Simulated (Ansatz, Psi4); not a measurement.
Species: SiHSCl₂, net charge 0, doublet state. SMILES: S[Si](Cl)Cl
Coordinates optimised at B3LYP-D3(BJ)/def2-TZVP (Ansatz, a quantum-chemistry and plane-wave program):
```
Si
Cl 1 2.0640
Cl 1 2.0731 2 109.73
S 1 2.1439 2 105.30 3 120.61
H 4 1.3458 1 93.17 2 -174.04
```
Charge 0, spin multiplicity 2.

Wanted: atomisation energy, in kcal/mol. Conventions: valence correlation only; six Cartesian d functions in 6-31G* and its kin unless marked 5d; no dispersion term unless named; UHF or UKS for open shells; non-relativistic; spin-orbit terms left out; atomisation electronic, to ground-state atoms. CBS marks a two-point X^-3 extrapolation of the correlation energy; Hartree-Fock from the larger set. First-principles rows: single points at B3LYP-D3(BJ) geometries (Ansatz).

```
species      coefficient  E at wB97X-D/6-31G* (Psi4), Eh  E at wB97M-V/def2-TZVPD (Ansatz), Eh
-----------  -----------  ------------------------------  ------------------------------------
S[Si](Cl)Cl           -1                     -1608.68115                           -1608.74476
Cl atom               +2                      -460.11663                            -460.12609
H atom                +1                        -0.50061                              -0.49411
S atom                +1                      -398.08112                            -398.09150
Si atom               +1                      -289.34133                            -289.35271
```

Coupled cluster (Ansatz) is a level with limits of its own, used here on species with T1 under 0.025 (0.045 for open shells) and stable references: CCSD(T)/CBS(aug-cc-pV(T+d)Z,aug-cc-pV(Q+d)Z). Value to compare with, CCSD(T)/CBS(aug-cc-pV(T+d)Z,aug-cc-pV(Q+d)Z) (Ansatz): 347.3 kcal/mol. 1 Eh = 627.5095 kcal/mol.

Question: Compute it at each level from the table, and compare with CCSD(T)/CBS(aug-cc-pV(T+d)Z,aug-cc-pV(Q+d)Z) (Ansatz).

Answer: 
- wB97X-D/6-31G*: the sum of coefficient times E is 0.52483 Eh, or 329.34 kcal/mol. Result: 329.3 kcal/mol. Its difference against CCSD(T)/CBS(aug-cc-pV(T+d)Z,aug-cc-pV(Q+d)Z) (Ansatz) is -18.0 kcal/mol.
- wB97M-V/def2-TZVPD: the sum of coefficient times E is 0.55426 Eh, or 347.80 kcal/mol. Result: 347.8 kcal/mol. Its difference against CCSD(T)/CBS(aug-cc-pV(T+d)Z,aug-cc-pV(Q+d)Z) (Ansatz) is 0.5 kcal/mol.
